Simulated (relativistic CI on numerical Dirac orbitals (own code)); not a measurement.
Rh⁶⁺: L2,3 absorption edge

Computed with this model: Dirac-Coulomb-Breit CI, separate exchange-only KLI orbitals for each configuration, model QED, valence Slater integrals scaled by 0.8, multiplet model of core-to-valence dipole absorption; configurations [Kr] 4d3 → [He] 2s2 2p5 3s2 3p6 3d10 4s2 4p6 4d4; 10 K; Lorentzian 0.96 eV and Gaussian 0.5 eV FWHM. Energies are those of the free ion, without screening or charge transfer. The branching ratio is the share of the lower-energy edge in the whole absorption, uncertain by about 0.02 where the edges overlap. S is read from ⟨S²⟩ = S(S + 1).

Field parameters in Wybourne normalisation: Oh B⁴₀ = 21Dq, B⁴₄ = √(5/14) B⁴₀. The field is a parameter set, without covalency.

Case Oh, 10Dq = 29950 cm⁻¹, the dichroism is that of the ground state at zero temperature, magnetised by exchange field 10 meV on Sz. The dichroism I(Δm = −1) − I(Δm = +1), over the sum of the three polarisations, integrates to -0.0362 on the lower edge and 0.0493 on the upper edge. The branching ratio is 0.705.

(1) Use the orbital sum rule with 7 holes to get ⟨Lz⟩.

## Answers

(1) For a p → d edge ⟨Lz⟩ = 2 × n_h × (sum of both integrals) in this sign convention = 0.18; the ground state itself has ⟨Lz⟩ = 0.25 and ⟨Sz⟩ = -1.49. The rule assumes one radial integral for both edges, which relativistic orbitals only approach.
